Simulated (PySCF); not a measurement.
B3LYP has the VWN-RPA correlation part, as in Gaussian. 

Z-matrix (Å, degrees):
```
Y
F 1 2.0086
F 1 2.0086 2 125.05
N 1 2.1377 2 117.39 3 -177.73
H 4 1.0223 1 127.54 2 178.39
H 4 1.0224 5 105.23 1 179.41
```
Charge 0, multiplicity 1.

Task: What is the computed HOMO, charge on the central atom (Mulliken) and total energy (PySCF 2.14.0 with B3LYP-D3(BJ)/def2-TZVP // r2SCAN-D4/def2-SVP)?

Result: 
HOMO: -6.94 eV
charge on the central atom (Mulliken): 1.50 e
total energy: -294.3187 Ha
